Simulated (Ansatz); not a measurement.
Total energies of Sn(vinyl)I3 (C₂H₃I₃Sn) from Ansatz at PBE0-D4/def2-TZVP, gas phase (1 Eh = 27.2114 eV = 2625.5 kJ/mol). The reference geometry is relaxed at PBE-D4/def2-SVP.

Cartesian coordinates in Å:
```
Sn -1.249 -0.275 -0.238
C 0.655 0.727 -0.124
C 1.731 0.147 0.429
H 0.679 1.744 -0.551
H 1.714 -0.870 0.858
H 2.700 0.675 0.479
I -1.035 -2.592 -1.645
I -3.042 1.360 -1.455
I -2.151 -0.916 2.246
```

```csv
state,geometry,energy (Eh)
charge 0 singlet,reference,-1185.55501
charge 1 doublet,reference,-1185.21670
free Sn atom (triplet),–,-214.25870
free C atom (triplet),–,-37.80537
free H atom (doublet),–,-0.50104
free I atom (doublet),–,-297.69312
```

In the def2 sets I, Sn take a core potential; there is no spin–orbit coupling.

Q: Work out the vertical ionisation energy to the doublet.

A: E(charge 1 doublet) − E(charge 0 singlet) = -1185.21670 − (-1185.55501) = 0.33831 Eh = 9.21 eV. For comparison, −ε of the highest occupied level is 7.64 eV at this level, 1.57 eV less.

Q: What is the binding energy per atom against free atoms?

A: Atoms: 1 × (-214.25870) + 2 × (-37.80537) + 3 × (-0.50104) + 3 × (-297.69312) = -1184.45192 Eh. Binding: -1184.45192 − (-1185.55501) = 1.10309 Eh = 30.02 eV, or 3.34 eV for each of 9 atoms (no zero-point energy, no counterpoise term).
